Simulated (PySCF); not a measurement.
## Nickel: a sound run and one with changed settings

Sound run: Ni [Ar] 3d8 4s2, Ni⁺ [Ar] 3d9. Computed with PySCF 2.14 in cc-pVDZ-DK, with the spin-free X2C one-electron Hamiltonian (Gaussian nucleus). In the sound run the correlated levels freeze [Ar]. The sound run starts from symmetry-adapted Hartree-Fock orbitals and uses a fine grid where one is needed.

Changed run: no relativity, point nucleus. This setting is unsound on purpose.

```csv
species,method,sound run (hartree),changed run (hartree),converged
Ni,UHF,-1519.09686,-1500.58373,yes
Ni,LDA,-1517.78338,-1499.27541,yes
Ni,PBE,-1520.32393,-1501.81208,yes
Ni,MP2,-1519.36999,-1500.85260,yes
Ni⁺,UHF,-1518.79618,-1500.30901,yes
Ni⁺,LDA,-1517.49778,-1499.02071,yes
Ni⁺,PBE,n/a,-1501.55498,yes
Ni⁺,MP2,-1519.11490,-1500.62442,yes
```

Ionisation energy of Ni:

```tsv
method	sound run (eV)	changed run (eV)
UHF	8.182	7.475
LDA	7.772	6.931
PBE	n/a	6.996
MP2	6.941	6.209
SCS-MP2	7.181	6.455
```

Most of the change in total energy is the relativistic energy itself. On top of that the contraction fixes the core shape for the Hamiltonian it was made with, so the changed run is not a good calculation with the other Hamiltonian either.

For comparison, NIST gives 7.640 eV between the lowest levels.
